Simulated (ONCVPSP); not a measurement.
# Before and after: ONCV potential for tin

* Element: Sn
* Generator: ONCVPSP 4.0.1
* Type: optimised norm-conserving Vanderbilt (ONCV)
* Functional: PBE
* Relativity: fully relativistic
* Frozen core: [Kr]
* Valence charge: 14
* Reference configuration: 4d10 5s2 5p2
* Partial waves: 5s: rc 1.60 bohr, ncon 3, nbas 6, qcut 4.1 1/bohr, 1 projector; 5p: rc 2.15 bohr, ncon 4, nbas 8, qcut 3.3 1/bohr, 2 projectors, debl 3.6 Ha; 4d: rc 1.10 bohr, ncon 4, nbas 7, qcut 7.3 1/bohr, 2 projectors, debl 1.5 Ha; f scattering state at 0.03 Ha: rc 2.20 bohr, ncon 4, nbas 7, qcut 5.5 1/bohr, 1 projector
* Local potential: polynomial inside 1.00 bohr (lpopt 5, dvloc0 0 Ha)
* Core correction: none

Open shells are filled in proportion to 2j + 1.

Change: local potential polynomial inside 1.00 bohr (lpopt 5, dvloc0 -2.5 Ha).

Cutoffs: the cutoffs (Ha) at which the residual kinetic energy of the hardest occupied pseudo-wave falls to 1 and 0.1 mHa per electron; they do not see the model core or the augmentation charge, which bear on the density cutoff. Errors are all-electron minus pseudo energies relative to the spin-unpolarised reference configuration.

Q: Predict the effect on cutoff, ghosts and configuration errors.

A: The potential gets neither clearly harder nor softer (124 Ha and 146 Ha → 124 Ha and 146 Ha); both files keep a bound ghost (d, p, s); the number of tests with a reliable result goes from 4 to 3; of the 3 tests that both files solve, the error grows in 2 and shrinks in 1 by more than 15 % and 0.3 meV (median size 5.6 → 2.8 meV).

| quantity | base | changed |
| --- | --- | --- |
| cutoff, loose | 124 Ha | 124 Ha |
| cutoff, tight | 146 Ha | 146 Ha |
| bound ghosts | s, p3/2, d5/2, p1/2, d3/2 | s, p3/2, p1/2, d3/2 |
| GHOST(+) flags under 300 eV | s at 36.1 eV, f7/2 at 77.8 eV, f5/2 at 78.5 eV | f7/2 at 52.6 eV, f5/2 at 53.3 eV |
| tests with a reliable result | 4 of 4 | 3 of 4 |
| error for 4d10 5s2 5p1, meV [ΔE 6.89 eV] | 0.0 | +1.3 |
| error for 4d10 5s2 5p0, meV [ΔE 20.86 eV] | +9.4 | +12 |
| error for 4d10 5s0 5p4, meV [ΔE 14.15 eV] | -5.6 | -2.8 |
| s: phases at 1.63 bohr within 0.05 rad from the reference energy up to (Ha; the scan ends near 5) | 0.1 | 0.0 |
| p3/2: phases at 2.18 bohr within 0.05 rad from the reference energy up to (Ha; the scan ends near 5) | 4.4 | 4.4 |
| p1/2: phases at 2.18 bohr within 0.05 rad from the reference energy up to (Ha; the scan ends near 5) | 4.4 | n/a |
| d5/2: phases at 1.12 bohr within 0.05 rad from the reference energy up to (Ha; the scan ends near 5) | to the end of the scan | to the end of the scan |
| d3/2: phases at 1.12 bohr within 0.05 rad from the reference energy up to (Ha; the scan ends near 5) | to the end of the scan | to the end of the scan |
| f7/2: phases at 2.23 bohr within 0.05 rad from the reference energy up to (Ha; the scan ends near 5) | 0.7 | 0.7 |
| f5/2: phases at 2.23 bohr within 0.05 rad from the reference energy up to (Ha; the scan ends near 5) | 0.7 | 0.7 |

 A true bound ghost makes a file unfit for plane-wave use even where its test errors are small: the radial tests pick states by their node count and pass the ghost by.
